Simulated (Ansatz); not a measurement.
Geometry optimisation, RKS PBE0/cc-pVDZ (Ansatz).

Input file:

```yaml
crystal:
  periodic: [false, false, false]
  atoms:
    - { symbol: B, position_ang: [-0.041436, 0.484999, -0.247393] }
    - { symbol: Cl, position_ang: [-0.068703, -0.532125, 2.648811] }
    - { symbol: O, position_ang: [1.156225, -0.14042, -0.460562] }
    - { symbol: H, position_ang: [1.079072, -1.064116, -0.734874] }
    - { symbol: O, position_ang: [-1.266407, -0.055231, -0.507247] }
    - { symbol: H, position_ang: [-1.237601, -0.981492, -0.783502] }
    - { symbol: Si, position_ang: [0.044726, 2.357711, 0.386729] }
    - { symbol: H, position_ang: [0.609125, 2.378386, 1.795521] }
    - { symbol: H, position_ang: [0.97609, 3.209423, -0.424872] }
    - { symbol: H, position_ang: [-1.291757, 3.030719, 0.463684] }
    - { symbol: H, position_ang: [0.360665, 0.720346, 2.459004] }
basis:
  gaussian: { orbitals: cc-pVDZ }
hamiltonian:
  xc: pbe0
relax:
  f_tol: 0.03
  max_steps: 50
```

Launched with:

```bash
$ ansatz run input.yaml --threads 4 --pin off --max-ram 5120MiB --backend cpu --events-out ev --progress --plain --runs-dir out
```

Task: Where does it end, and by what steps?

Result: The run converged. The force dipped under the threshold on the way, but the program's further checks kept it going. After 34 steps the energy has fallen by 0.300 eV; Cl2 moved furthest, 1.69 Å.

| step | energy less start (eV) | largest force component (eV/Å) | accepted |
| --- | --- | --- | --- |
| 0 | 0.0000 | 0.910 | yes |
| 2 | -0.1044 | 0.567 | yes |
| 4 | -0.1135 | 0.491 | yes |
| 6 | -0.1242 | 0.058 | yes |
| 8 | -0.1259 | 0.081 | yes |
| 10 | -0.1269 | 0.179 | yes |
| 12 | -0.1301 | 0.269 | yes |
| 14 | -0.1355 | 0.225 | yes |
| 16 | -0.1550 | 0.287 | yes |
| 18 | -0.2101 | 0.598 | yes |
| 20 | -0.2661 | 0.223 | yes |
| 22 | -0.2797 | 0.179 | yes |
| 24 | -0.2881 | 0.203 | yes |
| 26 | -0.2942 | 0.076 | yes |
| 28 | -0.2973 | 0.138 | yes |
| 30 | -0.2994 | 0.041 | yes |
| 32 | -0.3001 | 0.037 | yes |
| 34 | -0.3003 | 0.016 | yes |

```xyz
11
Properties=species:S:1:pos:R:3
B -0.252 0.579 -0.299
Cl 1.399 -0.395 3.470
O 0.194 -0.417 0.545
H 0.134 -1.316 0.193
O -0.751 0.330 -1.540
H -0.769 -0.603 -1.794
Si -0.152 2.512 0.329
H 0.205 2.599 1.781
H 0.888 3.247 -0.465
H -1.469 3.198 0.109
H 0.892 -0.325 2.266
```

The run took 58 s on 4 threads of Arm Neoverse V2, with other jobs on the host, peak memory 0.25 GiB.
